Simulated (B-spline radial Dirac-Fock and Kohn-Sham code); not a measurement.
## Sn¹⁸⁺: eigenvalues, ΔSCF and the reference

System: Sn¹⁸⁺, [Ar] 3d10 4s2 4p2.

The density-functional columns are spherical, spin-unpolarised Dirac-Kohn-Sham results without Breit or QED terms: −ε is minus the orbital energy of the initial state and ΔSCF the difference of two total energies. The reference in the last column comes from ΔSCF Dirac-Fock with Breit, self-energy and vacuum polarisation, finite nucleus, configuration average. All numbers are from a radial atomic solver, in eV; a selection of levels is shown. The Kohn-Sham columns are given as differences from the reference. For the 1s level of heavy atoms much of the gap between ΔSCF and the reference is the Breit and QED part, -96.1 eV here; for other levels the error of the functional can be larger.

| level | LDA −ε − DF | LDA ΔSCF − DF | Dirac-Fock |
| --- | --- | --- | --- |
| K (1s) | -264.0 | +87.1 | 29714.2 |
| L1 (2s) | -122.3 | -49.0 | 4978.0 |
| L2 (2p1/2) | -93.3 | -5.0 | 4665.1 |
| L3 (2p3/2) | -96.0 | -12.3 | 4437.0 |
| M1 (3s) | -63.8 | -32.6 | 1368.0 |
| M2 (3p1/2) | -51.3 | -19.2 | 1240.2 |
| M3 (3p3/2) | -50.8 | -19.6 | 1196.5 |
| M4 (3d3/2) | -33.4 | +0.6 | 976.0 |
| M5 (3d5/2) | -33.7 | 0.0 | 967.3 |
| N1 (4s) | -12.4 | +3.1 | 549.7 |
| N2,3 (4p) | -12.7 | +2.3 | 499.4 |

Values without a named source are computed, but for edge energies of neutral atoms, which are taken from tables.
